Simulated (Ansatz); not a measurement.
Mulliken charges of CH2BNO2 (`OB1N=CO1`) from B3LYP/def2-TZVPP in Ansatz (PBE0-D4/def2-TZVP geometry).

```csv
atom,x (Å),y (Å),z (Å),charge (e)
O1,-1.274,0.823,1.004,-0.229
B2,-0.358,0.187,0.284,0.351
N3,0.761,0.540,-0.642,-0.300
C4,0.828,-0.734,-0.644,0.175
O5,-0.167,-1.233,0.186,-0.365
H6,-1.221,1.780,0.922,0.221
H7,1.492,-1.431,-1.156,0.147
```

Problem. By hand: the dipole of these point charges (1 e Å = 4.8032 D).

Solution. Σ q r = (0.093, 0.220, -0.084) e Å, of length 0.253 e Å = 1.22 D.

Problem. How does the dipole of the full density compare? (Best estimate.)

Solution. Computed: (0.001, 0.128, -0.006) e Å, 0.62 D; the point charges give 1.97 times that, at 28° from its direction.

Point charges leave out the atoms' own dipoles, such as those of lone pairs, and Mulliken's split depends on the basis, so the two needn't agree.

B3LYP here is the variant with VWN-RPA as its local correlation; programs differ in this.
